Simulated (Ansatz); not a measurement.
Ge₃Te₃. The state is a singlet with charge 0. Geometry r2SCAN-D4/def2-SVP; atoms count from 1.

```
atom   x (Å)   y (Å)   z (Å)
 Ge1  -1.381  -0.386   0.490
 Ge2   0.718  -1.892  -0.067
 Ge3   1.153   0.564   0.805
 Te4   0.614  -0.808  -2.502
 Te5  -0.389   1.468  -1.298
 Te6  -0.715   1.054   2.573
```

In the def2 sets Te takes a core potential; there is no spin–orbit coupling. The restricted singlet is unstable towards broken spin symmetry in Hartree–Fock (as tested in another run); at PBE0-D4/def2-TZVP this wasn't settled. The structure comes from a short search, and lower isomers may exist.

Q: Estimate the Mulliken populations from the PBE0/def2-TZVP orbitals of Ansatz.

A: 
```json
{"atom": "Ge1", "charge (e)": "0.13"}
{"atom": "Ge2", "charge (e)": "0.04"}
{"atom": "Ge3", "charge (e)": "0.13"}
{"atom": "Te4", "charge (e)": "-0.07"}
{"atom": "Te5", "charge (e)": "0.01"}
{"atom": "Te6", "charge (e)": "-0.24"}
```
Mulliken values depend strongly on the basis.

Q: And the Mayer bond orders between heavy atoms (over 0.3)?

A: Ge1–Ge2 0.63 (2.64 Å); Ge1–Ge3 0.51 (2.72 Å); Ge1–Te5 0.72 (2.76 Å); Ge1–Te6 0.98 (2.62 Å); Ge2–Ge3 0.63 (2.64 Å); Ge2–Te4 1.04 (2.67 Å); Ge3–Te5 0.72 (2.76 Å); Ge3–Te6 0.98 (2.62 Å); Te4–Te5 1.09 (2.76 Å).
